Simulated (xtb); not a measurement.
xtb input (GFN-FF):

```bash
xtb mol.xyz --gfnff --opt tight --chrg 0 --uhf 0
```
mol.xyz:
```
2

B     -0.00000000    -0.00000000    -1.95743526
I      0.00000000     0.00000000     0.18466370
```

End of the output:

```
         :::::::::::::::::::::::::::::::::::::::::::::::::::::
         ::                     SUMMARY                     ::
         :::::::::::::::::::::::::::::::::::::::::::::::::::::
         :: total energy              -0.051480479723 Eh    ::
         :: gradient norm              0.000002003717 Eh/a0 ::
         ::.................................................::
         :: bond energy               -0.052964488293 Eh    ::
         :: angle energy               0.000000000000 Eh    ::
         :: torsion energy             0.000000000000 Eh    ::
         :: repulsion energy           0.002772507474 Eh    ::
         :: electrostat energy        -0.000692727561 Eh    ::
         :: dispersion energy         -0.000595771343 Eh    ::
         :: HB energy                  0.000000000000 Eh    ::
         :: XB energy                  0.000000000000 Eh    ::
         :: bonded atm energy          0.000000000000 Eh    ::
         :: external energy            0.000000000000 Eh    ::
         :: add. restraining           0.000000000000 Eh    ::
         :: total charge               0.000000000000 e     ::
         :::::::::::::::::::::::::::::::::::::::::::::::::::::

           -------------------------------------------------
          |                Property Printout                |
           -------------------------------------------------

molecular dipole:
                 x           y           z       tot (Debye)
 q only:        0.000       0.000      -0.208       0.529
           -------------------------------------------------
          |                Geometry Summary                 |
           -------------------------------------------------

      molecular mass/u    :      137.7154999
   center of mass at/Å    :        0.0000000       0.0000000       0.0116185
  moments of inertia/u·Å² :        0.0000000E+00   0.4521976E+02   0.4521976E+02
rotational constants/cm⁻¹ :             Infinity   0.3727935E+00   0.3727935E+00

 * 1 selected distances

     #   Z          #   Z                                           value/Å
     0   0          0   0                                         0.0000000 (max)

 * 0 distinct bonds (by element types)

   Z      Z             #   av. dist./Å        max./Å        min./Å

optimized geometry written to: xtbopt.xyz

           -------------------------------------------------
          | TOTAL ENERGY               -0.051480479723 Eh   |
          | GRADIENT NORM               0.000002003717 Eh/α |
           -------------------------------------------------
########################################################################
[WARNING] Runtime exception occurred
-1- gfnff_setup: Could not read topology file.
########################################################################

------------------------------------------------------------------------
------------------------------------------------------------------------
 total:
 SCF:
 ANC optimizer:
```
